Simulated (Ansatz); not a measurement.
Reactions of `N[CH2][GeH3]`.

Calculated with Ansatz (gas phase, PBE0-D4/def2-TZVP geometries, no zero-point term in ΔE). CCSD(T)/CBS adds triple-zeta CCSD(T) − MP2 to the extrapolated MP2 energy (def2 sets, frozen cores). This one scheme is used for every species. def2 core potentials past Kr. For Ge, In outer-core shells are correlated without core-valence functions, which leaves a few kJ/mol of doubt a bond. Scalar relativity is left out up to krypton. Each species was taken in one conformer, which may not be the lowest.

Order these by ΔE at CCSD(T)/CBS, lowest first. (Best estimate.)
A. `N[CH2][GeH3]` + `N[SiH2]S` → `N[SiH2][S][GeH3]` + CH₃NH₂
B. `N[CH2][GeH3]` + `CCN[SiH2]Cl` → `CC[N]([GeH3])[SiH2]Cl` + CH₃NH₂
C. `N[CH2][GeH3]` + `BS` → `BSCN` + GeH₄
D. `N[CH2][GeH3]` + `[OH][InH2]` → `NC[O][InH2]` + GeH₄

A (-74.6 kJ/mol), B (-32.5 kJ/mol), C (+18.8 kJ/mol), D (+34.3 kJ/mol).

Largest T1 diagnostic: 0.017, for `[OH][InH2]`.
